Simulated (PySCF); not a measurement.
diphosphane (H4P2), SMILES PP. Atoms are numbered in the order given.

```xyz
6

P     -1.1119    -0.1310     0.0000
P      1.1119     0.1310     0.0000
H     -1.3143     0.8310     1.0235
H     -1.3143     0.8310    -1.0235
H      1.3143    -0.8310     1.0235
H      1.3143    -0.8310    -1.0235
```
Charge 0, spin multiplicity 1.

Coordinates come from a TPSSh-D3(BJ)/def2-TZVP optimisation.

Level of theory: B3LYP/pcJ-1 (PySCF).

Isotropic couplings with Fermi-contact, spin-dipole and both spin-orbit terms, one fixed conformer, no vibrational averaging. Isotopes: 1H, 31P.

```
pair   bonds apart  J (Hz)
-----  -----------  ------
P1–P2            1   -17.5
P1–H3            1   153.4
P1–H4            1   153.4
P2–H5            1   153.4
P2–H6            1   153.4
P1–H5            2       ?
P1–H6            2       ?
P2–H3            2       ?
P2–H4            2       ?
H3–H4            2       ?
H5–H6            2       ?
H3–H5            3    -0.8
H3–H6            3    19.7
H4–H5            3    19.7
H4–H6            3    -0.8
```

Task: Fill in the missing entries. (The exact figures need the calculation; the answer reports its results.)

Result: 
- P1–H5, J (Hz): 14.8
- P1–H6, J (Hz): 14.8
- P2–H3, J (Hz): 14.8
- P2–H4, J (Hz): 14.8
- H3–H4, J (Hz): -11.7
- H5–H6, J (Hz): -11.7
